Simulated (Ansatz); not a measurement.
Computed with frozen-core CCSD(T)/def2-TZVPP // PBE-D3(BJ)/def2-SVP (Ansatz, a program for electronic structure).

Ansatz 0.2 input:
```yaml
crystal:
  periodic: [false, false, false]
  atoms:
    - { symbol: Zn, position_ang: [0.034833, -0.012835, -0.004894] }
    - { symbol: N, position_ang: [0.483005, 1.077103, 1.394735] }
    - { symbol: H, position_ang: [1.491127, 1.258418, 1.485894] }
    - { symbol: H, position_ang: [0.178976, 0.726821, 2.313277] }
    - { symbol: N, position_ang: [-0.674267, -1.005295, -1.368691] }
    - { symbol: H, position_ang: [-0.080421, -1.785108, -1.679717] }
    - { symbol: H, position_ang: [-0.886877, -0.462017, -2.216335] }
basis:
  gaussian: { orbitals: def2-TZVPP }
correlation:
  method: ccsd_t
```

Output:

```
Functional definition: HF
1151 factors; integrals over basis functions are off by at most 8.4e-4 eV
mean field evaluation 1: about -51399.6766 eV, gradient 4.9e1 eV
mean field evaluation 2: about -51399.9169 eV, gradient 4.9e1 eV
mean field evaluation 4: about -51404.4910 eV, gradient 5.6e0 eV
mean field evaluation 8: about -51404.5432 eV, gradient 4.7e-1 eV
mean field evaluation 16: about -51399.6769 eV, gradient 4.9e1 eV
mean field -51404.54413325 eV, -1889.0821536455 hartree, gradient 2.9e-6 eV, S^2 0.000000; 0 other end points of the search recorded, 0 dependent functions left out
7 core orbitals not correlated
reference -51404.54413325 eV, -1889.0821536455 hartree; 17, 17 occupied and 158, 158 virtual orbitals, 1151 factors
second order -35.09184245 eV of doubles, -0.00000000 eV of singles
cycle   1  -31.66171846 eV  change     3.4e0 eV  update   1.6e-1
cycle   2  -32.90913053 eV  change    -1.2e0 eV  update   7.9e-2
cycle   3  -33.16712363 eV  change   -2.6e-1 eV  update   2.6e-2
cycle   4  -33.13061643 eV  change    3.7e-2 eV  update   1.1e-2
cycle   5  -33.10759013 eV  change    2.3e-2 eV  update   4.0e-3
cycle   6  -33.11032898 eV  change   -2.7e-3 eV  update   1.6e-3
cycle   7  -33.11056556 eV  change   -2.4e-4 eV  update   6.6e-4
cycle   8  -33.10923678 eV  change    1.3e-3 eV  update   2.3e-4
cycle   9  -33.10948200 eV  change   -2.5e-4 eV  update   9.4e-5
cycle  10  -33.10961439 eV  change   -1.3e-4 eV  update   3.9e-5
cycle  11  -33.10950277 eV  change    1.1e-4 eV  update   2.1e-5
cycle  12  -33.10949789 eV  change    4.9e-6 eV  update   1.0e-5
perturbative correction -0.98427103 eV, -0.0361712931 hartree
Total energy: -51438.63790217 eV, -1890.3350765435 hartree
```

Cost: about 90 core-seconds (a rough figure).
